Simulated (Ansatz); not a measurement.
Species: CsCl, charge 0, singlet. CsCl (SMILES [Cl][Cs]).
B3LYP-D3(BJ)/def2-TZVP minimum from Ansatz (a quantum-chemistry and plane-wave program):
```xyz
2

Cs     0.0000     0.0000    -0.6988
Cl     0.0000     0.0000     2.2608
```
Charge 0, spin multiplicity 1.

Total energies in def2-TZVPP, 8 correlated electrons, 9 frozen orbitals. Radicals and triplets start from unrestricted determinants; spin-orbit coupling is neglected. Cores are frozen in correlated methods (noble-gas shells, and filled d and f shells in the p block). Past Kr the def2 sets carry scalar-relativistic core potentials.

| method | program | energy (Eh) | minus CCSDT(Q) (mEh) |
|---|---|---|---|
| HF | Ansatz | -479.45339 | 224.35 |
| MP2 | Ansatz | -479.65304 | 24.69 |
| CCSD | Ansatz | -479.66916 | 8.58 |
| CCSD(T) | Ansatz | -479.67704 | 0.70 |
| CCSDT(Q) | Ansatz | -479.67774 | 0.00 |

Rough core times of Ansatz's runs on a shared machine: CCSD(T) under 20 s, CCSDT(Q) 30 s.
